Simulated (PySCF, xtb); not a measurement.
Sb(Cl)2(OMe) (CH3Cl2OSb), SMILES C[O][Sb]([Cl])[Cl].

GFN2-xTB (xtb) at its own geometry gives an orbital gap of 4.56 eV and a dipole moment of 1.66 D.

Geometry optimised at B3LYP-D3(BJ)/def2-SVP. The def2 effective core potentials stand for the cores of Sb; spin–orbit coupling is left out. One conformer was computed; it need not be the lowest.

Task: What does PBE/def2-TZVP run with PySCF give? (The exact figures need the calculation; the answer reports its results.)

Result: gap 4.35 eV (levels -6.95 and -2.60 eV), dipole 1.78 D.
